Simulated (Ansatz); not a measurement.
`[NH2][Cd][SH]` + H–F → `[F][Cd][SH]` + NH₃ at 700 K and 1 bar (ligand exchange at a Cd–N bond).

Program: Ansatz. Geometries: PBE0-D4/def2-TZVP. ΔE: electronic, gas phase. CCSD(T)/CBS is the MP2 limit (def2-TZVPP, def2-QZVPP) plus CCSD(T) − MP2 in def2-TZVPP, frozen cores. This one scheme is used for every species. def2 core potentials past Kr. For Cd outer-core shells are correlated without core-valence functions, which leaves a few kJ/mol of doubt a bond. One conformer a species, not always the lowest.

| species | CCSD(T)/CBS energy (Eh) | H − E (kJ/mol) | S (J/(mol·K)) |
| --- | --- | --- | --- |
| `[NH2][Cd][SH]` | -622.02217 | 142.8 | 398.6 |
| H–F | -100.39570 | 45.2 | 198.5 |
| `[F][Cd][SH]` | -665.92675 | 70.6 | 363.2 |
| NH₃ | -56.50880 | 116.9 | 226.5 |

H − E and S are ideal-gas, rigid-rotor, harmonic terms from PBE0-D4/def2-TZVP, for one conformer and one mirror image of each species. 1 Eh = 2625.50 kJ/mol, R = 8.31446 J/(mol·K).

Q: By hand: ΔE, ΔH, ΔS and ΔG.

A: ΔE = (-665.92675) + (-56.50880) − (-622.02217) − (-100.39570) = -0.01768 Eh = -46.4 kJ/mol. Δ(H − E) = 70.6 + 116.9 − 142.8 − 45.2 = -0.5, so ΔH = -46.9 kJ/mol. ΔS = 363.2 + 226.5 − 398.6 − 198.5 = -7.4 J/(mol·K). ΔG = -46.9 − 700 × (-7.4)/1000 = -41.7 kJ/mol.

Q: By hand: the equilibrium constant, and the temperature at which ΔG would vanish if ΔH and ΔS stayed fixed.

A: log₁₀ K = −ΔG/(RT ln 10) = 3.1. ΔG = 0 at ΔH/ΔS = 6338 K, far beyond where these terms or the molecules hold.

The number of gas molecules stays the same, so ΔS is small and ΔH decides. A doubt of 5 kJ/mol in ΔE shifts log₁₀ K by 0.4 here. Other conformers and mirror images would add mixing entropy, several J/(mol·K) or more a flexible species. These are equilibria of isolated gas molecules and say nothing of rates. Largest T1 diagnostic: 0.016 (customary marks: 0.02 for closed shells, 0.045 for open ones).
